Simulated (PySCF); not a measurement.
NMR data simulated for an unnamed compound:

$^{1}$H NMR (400 MHz, computed): δ 5.27 (q, 1H), 3.96 (s, 3H), 2.26 (s, 1H), 0.36 (d, 3H).

$^{13}$C{$^{1}$H} NMR (computed): δ 156.3 (C), 81.5 (CH), 80.2 (C), 53.1 (CH3), -0.7 (CH3).

No solvent model, a single conformation, equivalent nuclei averaged, non-relativistic. Geometry: GFN2-xTB; PBE0/pcSseg-1 with gauge-including orbitals; PySCF 2.14.

Chemical shifts δ = σref − σ; $^{1}$H, $^{13}$C vs TMS, all at this level.

Which of these does the molecule contain: a nitrile, a heteroaromatic ring, a Si–CH3 group, a C≡C triple bond, a Si–H bond, a methoxy group?

Results:


- A nitrile: no.
- A heteroaromatic ring: no.
- A Si–CH3 group: yes (δC -0.7; δH 0.36 (d)).
- A C≡C triple bond: yes (δC 81.5, 80.2; δH 2.26 (s)).
- A Si–H bond: yes (δH 5.27 (q)).
- A methoxy group: no.

The data belong to SMILES C#CC(=O)O[Si@H](C)OC, C5H8O3Si; they needn't prove each group on their own.

Carbon signals by region: 1 in the sp2 and nitrile region (100–160 ppm), 3 at 50–100 ppm, 1 below 50 ppm.

Shifts are as computed. Against solution values, carbons near 30 ppm lie about +3 ppm off and those near 130 ppm about +5 ppm. Of 1309 compounds with measured shifts, 239 miss one by over three times the rms of a fit or turn the order of signals round; such compounds aren't used in these exercises. Multiplicities follow the n + 1 count of equivalent neighbours, as no J values were calculated; m marks all less simple cases, F and P coupling included.
